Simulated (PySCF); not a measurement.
C₂H₂F₃, SMILES FC[C](F)F (connectivity only; charge and spin as stated), charge +1, multiplicity 1.

The structure is a stationary point at ωB97X-D3(BJ)/def2-SVP. The spin state was assumed, not searched. The isomer is the one that the SMILES or the coordinates give; other isomers of the formula were not compared. The values are those of a single conformer.

Level of theory: SMD-PBE0/def2-SVP in PySCF.

Solvation free energies are E(SMD) − E(gas) at the gas-phase geometry, for 1 M in both phases.

```csv
solvent,ΔG(solv) (kcal/mol),its non-electrostatic (CDS) part
water,-72.0,4.2
1-octanol,-67.2,1.6
2-propanol,-71.7,1.3
```
